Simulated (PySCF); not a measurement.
# Two-photon absorption: `OCC1CCCC1`, C6H12O

Cartesian coordinates in Å; atom numbers follow the order of the lines, from 1:
```xyz
19

O     2.4853   -1.0985   -0.2107
C     1.7455    0.0720   -0.4330
C     0.4316    0.1058    0.3278
C    -0.4937   -1.0807    0.0413
C    -1.8654   -0.5670    0.4616
C    -1.8822    0.8613   -0.0878
C    -0.4261    1.3580    0.0339
H     2.6617   -1.1596    0.7340
H     1.5353    0.1039   -1.5159
H     2.3354    0.9829   -0.2001
H     0.6696    0.0935    1.4093
H    -0.4887   -1.2963   -1.0424
H    -0.1803   -2.0032    0.5508
H    -2.6997   -1.1832    0.0933
H    -1.9348   -0.5529    1.5632
H    -2.6004    1.5137    0.4310
H    -2.1854    0.8401   -1.1470
H    -0.3153    2.1072    0.8322
H    -0.0966    1.8500   -0.8961
```

Theory: TDDFT CAM-B3LYP/aug-cc-pVDZ excited states, vertical, gas phase in PySCF 2.14.0. Geometry: PBE0-D3(BJ)/def2-SVP.

(1) Give the one- and two-photon strengths of the lowest singlets.

## Answers

(1) δ for parallel linear polarisation; σ at the peak of a Lorentzian of half width 0.1 eV, single beam; Ω is circular over linear.
```csv
state,E (eV),f,photon λ (nm),δ (au),σ (GM),Ω,main
S1,6.49,0.004,382,17.7,0.27,1.37,"HOMO→LUMO 0.58, HOMO→LUMO+1 0.17"
S2,7.45,0.015,333,65.8,1.34,0.30,"HOMO→LUMO+2 0.46, HOMO→LUMO+1 0.28"
S3,7.61,0.009,326,35,0.74,0.18,"HOMO→LUMO+3 0.52, HOMO→LUMO 0.17"
S4,7.72,0.020,321,44.9,0.98,0.67,"HOMO→LUMO+1 0.25, HOMO→LUMO+2 0.24"
S5,7.76,0.009,319,28.2,0.62,1.30,HOMO−1→LUMO 0.77
S6,8.03,0.010,309,33.7,0.80,0.94,"HOMO−2→LUMO 0.34, HOMO−1→LUMO+1 0.34"
```

Among these, the strongest one-photon state is S4, the strongest two-photon state S2, with a dipole change of 8.1 D (relaxed, norm of the difference vector).
